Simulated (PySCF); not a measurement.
F3Y, charge +1, multiplicity 2. Atoms are numbered in the order given.

```xyz
4

Y      0.0000     0.0000    -0.3360
F      1.6133     0.9314     0.4853
F      0.0000    -1.8628     0.4853
F     -1.6133     0.9314     0.4853
```
Charge +1, spin multiplicity 2.

Geometry: PBE-D3(BJ)/def2-TZVP. The spin state was assumed, not searched. The isomer is the one that the SMILES or the coordinates give; other isomers of the formula were not compared. The def2 effective core potentials stand for the cores of Y; spin–orbit coupling is left out.

These are TDA-PBE0/def2-SVPD run with PySCF values and carry that method's errors.

Vertical excitations; the highest root listed may be one member of a degenerate set. Gas-phase values at a fixed geometry.

Computed excitation energies, oscillator strengths and character:
```tsv
state	energy (eV)	λ (nm)	f	main pairs
root 1	0.33	3752	0.001	β HOMO−3→LUMO (degenerate set)
root 2	0.33	3744	0.001	β HOMO−4→LUMO (degenerate set)
root 3	0.40	3087	0.000	β HOMO−2→LUMO 99 %
root 4	0.88	1407	0.003	β HOMO−6→LUMO (degenerate set)
root 5	0.88	1406	0.003	β HOMO−7→LUMO (degenerate set)
root 6	0.89	1387	0.000	β HOMO−5→LUMO 99 %
root 7	1.91	651	0.124	β HOMO→LUMO (degenerate set)
root 8	1.91	650	0.124	β HOMO−1→LUMO (degenerate set)
root 9	7.20	172	0.001	β HOMO→LUMO+1 (degenerate set)
root 10	7.20	172	0.001	β HOMO−1→LUMO+1 (degenerate set)
```
Unrestricted roots are not spin-pure.
